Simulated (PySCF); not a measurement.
Species: C₃H₁₀AsB.
Atom-mapped SMILES: `[BH2:1][AsH:2][CH:3]([CH3:4])[CH3:5]` (hydrogens: H6, H7 on B1; H8 on As2; H9 on C3; H10, H11, H12 on C4; H13, H14, H15 on C5)

Method: PBE0-D3(BJ)/def2-SVP geometry optimisation, gas phase in PySCF; density fitting, grid level 1; the optimiser is geomeTRIC in internal coordinates, started from a GFN2-xTB structure.

Step 0: E = -64768.5883 eV
```
atom  x, y, z in Å  |  force x, y, z in eV/Å
B1      2.3749    0.0508   -0.6765   -0.321   0.013   0.442
As2     1.0887   -0.0335    0.8167   -0.579  -0.155  -0.337
C3     -0.6269   -0.3091   -0.2240   -0.282   0.342   0.204
C4     -1.6691   -0.9931    0.6504    0.665   0.097  -0.125
C5     -1.1283    1.0395   -0.7205    0.458  -0.353   0.164
H6      3.4495   -0.4053   -0.5779    0.839  -0.408   0.184
H7      2.1324    0.6543   -1.6522   -0.309   0.502  -0.753
H8      1.3147   -1.4932    1.1212    0.140  -0.207   0.225
H9     -0.4158   -0.9502   -1.0877    0.181  -0.100  -0.078
H10    -1.2999   -1.9577    1.0012   -0.013  -0.343   0.170
H11    -2.5927   -1.1595    0.0953   -0.340  -0.054  -0.219
H12    -1.8961   -0.3771    1.5209   -0.149   0.174   0.347
H13    -1.3618    1.6888    0.1244   -0.112   0.288   0.240
H14    -0.3695    1.5309   -1.3307    0.164   0.260  -0.236
H15    -2.0288    0.9245   -1.3240   -0.342  -0.054  -0.228
```

Step 1: E = -64768.6799 eV
```
atom  x, y, z in Å  |  force x, y, z in eV/Å
B1      2.4082    0.0620   -0.6954    0.060   0.053  -0.047
As2     1.0703   -0.0988    0.7511    0.028  -0.186  -0.042
C3     -0.6582   -0.3160   -0.2275    0.090  -0.062  -0.040
C4     -1.6791   -0.9912    0.6717   -0.095  -0.051   0.003
C5     -1.1211    1.0424   -0.7239   -0.075   0.062  -0.037
H6      3.5307   -0.3572   -0.5299   -0.054   0.010   0.020
H7      2.1572    0.6998   -1.6945   -0.008  -0.019   0.057
H8      1.3384   -1.5516    1.1389   -0.036   0.150   0.002
H9     -0.4548   -0.9675   -1.0931   -0.008   0.028   0.045
H10    -1.3254   -1.9684    1.0370   -0.016   0.020  -0.015
H11    -2.6201   -1.1646    0.1188    0.043   0.021   0.045
H12    -1.9182   -0.3699    1.5508    0.023  -0.004  -0.015
H13    -1.3749    1.7095    0.1168    0.021  -0.011  -0.017
H14    -0.3562    1.5471   -1.3351   -0.011  -0.025   0.002
H15    -2.0253    0.9344   -1.3489    0.039   0.015   0.039
```

**Question.** Estimate the geometry and energy of step 2. (The exact step hangs on the optimiser's Hessian estimate; all steps are aligned on step 1, rigid shifts and turns removed.)

**Answer.** E = -64768.6838 eV, largest force 0.098 eV/Å
```
atom  x, y, z in Å  |  force x, y, z in eV/Å
B1      2.4123    0.0720   -0.6964    0.018   0.029   0.022
As2     1.0695   -0.1125    0.7410   -0.012  -0.031  -0.092
C3     -0.6611   -0.3259   -0.2327    0.017  -0.004   0.018
C4     -1.6837   -0.9915    0.6743   -0.023  -0.002   0.001
C5     -1.1185    1.0367   -0.7278   -0.017   0.014  -0.012
H6      3.5329   -0.3414   -0.5175   -0.005   0.000   0.000
H7      2.1654    0.7208   -1.6868   -0.009  -0.002   0.019
H8      1.3367   -1.5546    1.1328   -0.002  -0.001   0.031
H9     -0.4671   -0.9784   -1.0975    0.011  -0.004   0.007
H10    -1.3390   -1.9719    1.0373   -0.001  -0.003  -0.007
H11    -2.6309   -1.1532    0.1324    0.000   0.013   0.004
H12    -1.9059   -0.3661    1.5543    0.011  -0.001   0.005
H13    -1.3558    1.7078    0.1136    0.015   0.001   0.001
H14    -0.3546    1.5308   -1.3477   -0.001  -0.008  -0.007
H15    -2.0290    0.9375   -1.3423   -0.003  -0.001   0.011
```

The energy changes by -0.0039 eV. The first-order estimate −F·Δx gives -0.0056 eV and the mean of the old and new forces, exact on a quadratic surface, -0.0039 eV. The step makes an angle of 75° with the force vector and moves no atom by more than 0.024 Å.

What follows is the cost of the whole optimisation. Time: 50 s wall; peak memory 0.60 GiB. Hardware: an Arm Neoverse V1 with one thread, no GPU, shared host with 32 logical CPUs at a one-minute load of 11.
